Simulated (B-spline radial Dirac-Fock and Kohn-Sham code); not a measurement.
L3 emission of Nd³⁺

System: neodymium as Nd³⁺, configuration [Xe] 4f3.

Calculated with a radial atomic solver, using one-electron (LDA, Dirac) transition rates at Dirac-Fock energies.

```csv
line,multipole,energy (eV),width (meV),share (%)
Lℓ,E1,4628.5,14.1,3.12
L3-M2,E2,4802.8,0.106,0.0235
Lα2,E1,5207.5,37.7,8.35
Lα1,E1,5229.4,334,73.9
Lβ6,E1,5882.7,3.32,0.736
Lβ15,E1,6086.0,6.23,1.38
Lβ2,E1,6089.9,55.8,12.3
Lβ7,E1,6170.7,0.632,0.140
```

The listed lines hold 100.0 % of the radiative rate. The radiative width is 0.452 eV in the length form and 0.458 eV in the velocity form; the two differ because the transition energies are not eigenvalue differences of the potential that gave the orbitals.
